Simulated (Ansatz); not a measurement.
Reaction (cleavage of the Si–Si bond): `C=C(C)[SiH2][SiH3]` + `C[NH][AlH][OH]` → `C[NH][AlH][O][SiH3]` + `C=C(C)[SiH3]`

Gas-phase electronic energies from Ansatz, PBE0-D4/def2-TZVP geometries. CBS: MP2 limit from def2 TZ/QZ plus the TZ coupled-cluster correction, frozen cores. Functionals use def2-TZVPP. B3LYP here is the variant with VWN-RPA as its local correlation; programs differ in this. Each species was taken in one conformer, which may not be the lowest.

`C=C(C)[SiH2][SiH3]`:

Cartesian coordinates in Å:
```
C 1.265 1.397 1.095
C 0.418 0.395 0.861
C -0.849 0.227 1.644
Si 0.793 -0.834 -0.500
Si -0.787 -0.671 -2.223
H 1.067 2.138 1.867
H 2.184 1.520 0.532
H -0.958 1.007 2.401
H -0.875 -0.745 2.146
H -1.727 0.261 0.991
H 0.747 -2.224 0.039
H 2.156 -0.576 -1.041
H -0.734 0.677 -2.851
H -2.161 -0.880 -1.687
H -0.538 -1.695 -3.274
```

`C[NH][AlH][OH]`:

Z-matrix (Å, degrees):
```
C
N 1 1.446
H 1 1.097 2 112.5
H 1 1.093 2 110.1 3 119.1
H 1 1.097 2 112.6 3 -121.8
Al 2 1.768 1 129.8 3 -119.4
H 2 1.009 1 111.9 3 60.6
O 6 1.696 2 121.8 1 -0.0
H 6 1.573 2 119.8 1 179.9
H 8 0.954 6 125.8 2 -0.2
```

`C[NH][AlH][O][SiH3]`:

Z-matrix (Å, degrees):
```
C
N 1 1.448
H 1 1.096 2 112.3
H 1 1.092 2 109.9 3 -119.2
H 1 1.096 2 112.3 3 121.6
Al 2 1.762 1 128.8 3 119.1
H 2 1.009 1 112.2 3 -60.8
O 6 1.686 2 118.6 1 0.0
H 6 1.573 2 120.7 1 -180.0
Si 8 1.619 6 169.2 2 -0.7
H 10 1.488 8 110.3 6 -117.8
H 10 1.490 8 110.7 6 2.1
H 10 1.488 8 110.3 6 122.0
```

`C=C(C)[SiH3]`:

```xyz
12

C    -1.034    0.993   -0.717
C    -0.159    0.253   -0.037
C     0.480    0.742    1.228
Si    0.293   -1.448   -0.664
H    -1.498    0.641   -1.633
H    -1.320    1.988   -0.380
H     0.264    0.070    2.064
H     0.131    1.742    1.494
H     1.570    0.775    1.130
H     1.760   -1.540   -0.906
H    -0.435   -1.731   -1.928
H    -0.053   -2.485    0.348
```

| level | ΔE (kJ/mol) |
| --- | --- |
| PBE0-D4 | -93.3 |
| B3LYP-D4 | -111.3 |
| MP2/def2-TZVPP | -117.2 |
| SCS-MP2/def2-TZVPP | -123.7 |

What does CCSD(T)/CBS give? (An estimate is asked.)

Computed: -110.4 kJ/mol. The listed levels differ from it by 17.1, -0.9, -6.8, -13.3 kJ/mol.

Largest T1 diagnostic among the species: 0.012.

In def2-TZVPP, CCSD(T) changes the Hartree–Fock value by +32.5 kJ/mol (the triples alone add +4.7 kJ/mol) and MP2 by +26.8 kJ/mol. From PBE to PBE0 (25 % exact exchange), in def2-TZVPP and without D4, ΔE moves by −9.7 kJ/mol.
